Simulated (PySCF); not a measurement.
Isomers of C6H11ClSi2.

All values: PBE0/pcSseg-1 (PySCF) at GFN2-xTB geometries, gas phase, one conformer each.

Task: Rank by the highest IAO charge on any atom, highest value first.
A. `[CH3:1][CH2:2][C:3]#[C:4][C@@H:5]1[SiH2:6][C@@H:7]1[SiH2:8][Cl:9]` with Si6–C7–Si8–Cl9 97°
B. `[CH:1]#[C:2][Si@@H:3]([SiH2:4][CH2:5][Cl:6])[CH:7]1[CH2:8][CH2:9]1` with C2–Si3–Si4–C5 -154°, Si3–Si4–C5–Cl6 -55°, C2–Si3–C7–C8 31°
C. `[CH2:1]=[CH:2][Si@@H:3]([Cl:4])[SiH:5]1[CH2:6][CH:7]=[CH:8][CH2:9]1` with C1–C2–Si3–Cl4 -4°, C2–Si3–Si5–C6 -144°

Result: A (+0.820 e), C (+0.651 e), B (+0.636 e).

Task: Rank by dipole moment, highest first.
A. `[CH:1]#[C:2][Si@@H:3]([SiH2:4][CH2:5][Cl:6])[CH:7]1[CH2:8][CH2:9]1` with C2–Si3–Si4–C5 -154°, Si3–Si4–C5–Cl6 -55°, C2–Si3–C7–C8 31°
B. `[CH2:1]=[CH:2][Si@@H:3]([Cl:4])[SiH:5]1[CH2:6][CH:7]=[CH:8][CH2:9]1` with C1–C2–Si3–Cl4 -4°, C2–Si3–Si5–C6 -144°
C. `[CH3:1][CH2:2][C:3]#[C:4][C@@H:5]1[SiH2:6][C@@H:7]1[SiH2:8][Cl:9]` with Si6–C7–Si8–Cl9 97°
D. `[CH:1]#[C:2][Si@H:3]([SiH2:4][CH3:5])[C:6]1([Cl:7])[CH2:8][CH2:9]1` with C2–Si3–Si4–C5 26°, C2–Si3–C6–Cl7 179°

Result: D (2.38 D), C (2.19 D), B (1.61 D), A (1.34 D).

Task: Rank by HOMO–LUMO gap, lowest first.
A. `[CH:1]#[C:2][Si@H:3]([SiH2:4][CH3:5])[C:6]1([Cl:7])[CH2:8][CH2:9]1` with C2–Si3–Si4–C5 26°, C2–Si3–C6–Cl7 179°
B. `[CH3:1][CH2:2][C:3]#[C:4][C@@H:5]1[SiH2:6][C@@H:7]1[SiH2:8][Cl:9]` with Si6–C7–Si8–Cl9 97°
C. `[CH2:1]=[CH:2][Si@@H:3]([Cl:4])[SiH:5]1[CH2:6][CH:7]=[CH:8][CH2:9]1` with C1–C2–Si3–Cl4 -4°, C2–Si3–Si5–C6 -144°
D. `[CH:1]#[C:2][Si@@H:3]([SiH2:4][CH2:5][Cl:6])[CH:7]1[CH2:8][CH2:9]1` with C2–Si3–Si4–C5 -154°, Si3–Si4–C5–Cl6 -55°, C2–Si3–C7–C8 31°

Result: B (6.25 eV), C (6.52 eV), A (7.05 eV), D (7.31 eV).

All values together:

```csv
SMILES,μ (D),HOMO (eV),LUMO (eV),lowest IAO charge (e),highest IAO charge (e),lowest Hirshfeld charge (e),highest Hirshfeld charge (e)
C=C[Si@@H](Cl)[SiH]1CC=CC1,1.61,-7.13,-0.60,-0.534 (C),+0.651 (Si),-0.163 (C),+0.280 (Si)
C#C[Si@H]([SiH2]C)C1(Cl)CC1,2.38,-7.70,-0.65,-0.701 (C),+0.622 (Si),-0.211 (C),+0.279 (Si)
C#C[Si@@H]([SiH2]CCl)C1CC1,1.34,-7.76,-0.44,-0.513 (C),+0.636 (Si),-0.148 (C),+0.289 (Si)
CCC#C[C@@H]1[SiH2][C@@H]1[SiH2]Cl,2.19,-6.54,-0.29,-0.649 (C),+0.820 (Si),-0.204 (C),+0.329 (Si)
```

Conformers: `[CH2:1]=[CH:2][Si@@H:3]([Cl:4])[SiH:5]1[CH2:6][CH:7]=[CH:8][CH2:9]1` with C1–C2–Si3–Cl4 -4°, C2–Si3–Si5–C6 -144°; `[CH:1]#[C:2][Si@H:3]([SiH2:4][CH3:5])[C:6]1([Cl:7])[CH2:8][CH2:9]1` with C2–Si3–Si4–C5 26°, C2–Si3–C6–Cl7 179°; `[CH:1]#[C:2][Si@@H:3]([SiH2:4][CH2:5][Cl:6])[CH:7]1[CH2:8][CH2:9]1` with C2–Si3–Si4–C5 -154°, Si3–Si4–C5–Cl6 -55°, C2–Si3–C7–C8 31°; `[CH3:1][CH2:2][C:3]#[C:4][C@@H:5]1[SiH2:6][C@@H:7]1[SiH2:8][Cl:9]` with Si6–C7–Si8–Cl9 97°.
